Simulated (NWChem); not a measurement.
PbSiH$_{4}$, singlet; SMILES [SiH3][PbH]

```xyz
6

Pb    -0.0307     0.5142     0.1555
H      1.7873     0.4350    -0.2047
Si    -0.0256    -2.2237     0.0263
H      0.9101    -2.8003     1.0494
H      0.4499    -2.6903    -1.3194
H     -1.3688    -2.8499     0.2583
```
Atoms are numbered in this order, from 1.

Level: PBE0/def2-SVP with def2 effective core potentials on Pb (NWChem), optimised geometry, unscaled harmonic frequencies. Low-valent species are run as closed-shell singlets; no triplet was tried in these runs. def2 effective core potentials on Pb; no spin-orbit coupling.

| frequency (cm⁻¹) | IR intensity (km/mol) |
|---|---|
| 101 | 1.8 |
| 249 | 11.0 |
| 335 | 16.7 |
| 336 | 14.2 |
| 549 | 31.4 |
| 835 | 346.7 |
| 926 | 40.1 |
| 941 | 35.5 |
| 1612 | 435.6 |
| 2183 | 95.7 |
| 2196 | 110.5 |
| 2202 | 121.5 |

| Quantity | Value |
|---|---|
| zero-point energy | 17.8 kcal/mol |
| thermal correction to the enthalpy at 298.15 K (with zero-point energy) | 21.6 kcal/mol |
| heat capacity Cv | 15.6 cal/(mol K) |
| entropy at 298.15 K and 1 atm (symmetry number 1) | 75.4 cal/(mol K) |

Rigid rotor and harmonic oscillator.
